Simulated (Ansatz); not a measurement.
Gas-phase electronic energies from Ansatz, PBE0-D4/def2-TZVP geometries. CCSD(T)/CBS adds triple-zeta CCSD(T) − MP2 to the extrapolated MP2 energy (def2 sets, frozen cores). Functionals use def2-TZVPP. For Ge, Se outer-core shells are correlated without core-valence functions, which leaves a few kJ/mol of doubt a bond. Scalar relativity is left out up to krypton. Each species was taken in one conformer, which may not be the lowest.

Reaction (ligand exchange at a Ge–Se bond): `C[Se][GeH2][Cl]` + `O[SiH2]F` → `F[SiH2][O][GeH2][Cl]` + `C[SeH]`

(1) Is it downhill or uphill in electronic energy at CCSD(T)/CBS, and by how much? (Estimate.)

(2) What do these levels give: revPBE, PBE0, r2SCANh, CAM-B3LYP, HF/def2-SVP, HF/def2-TZVPP? (An estimate is asked.)

(3) What do rigid-rotor, harmonic-oscillator terms from PBE0-D4/def2-TZVP frequencies (298.15 K, 1 bar) make of the CCSD(T)/CBS value? (Best estimate.)

Largest T1 diagnostic among the species: 0.011.

Results:

(1) Computed: Uphill: ΔE = +17.6 kJ/mol.

(2) The calculation gave: revPBE 26.0, PBE0 23.8, r2SCANh 18.8, CAM-B3LYP 7.9, HF/def2-SVP -8.4, HF/def2-TZVPP -2.3 kJ/mol.

(3) Computed: ΔZPE = -6.3 kJ/mol, ΔH = +11.2 kJ/mol, ΔS = 7 J/(mol·K), ΔG = +9.0 kJ/mol. Modes under 50 cm⁻¹ make the entropy rough.

In def2-TZVPP, CCSD(T) changes the Hartree–Fock value by +13.8 kJ/mol (the triples alone add +2.4 kJ/mol) and MP2 by +19.5 kJ/mol. At CCSD(T), def2-SVP lies −18.9 kJ/mol from the extrapolated value and def2-TZVPP −6.1 kJ/mol.
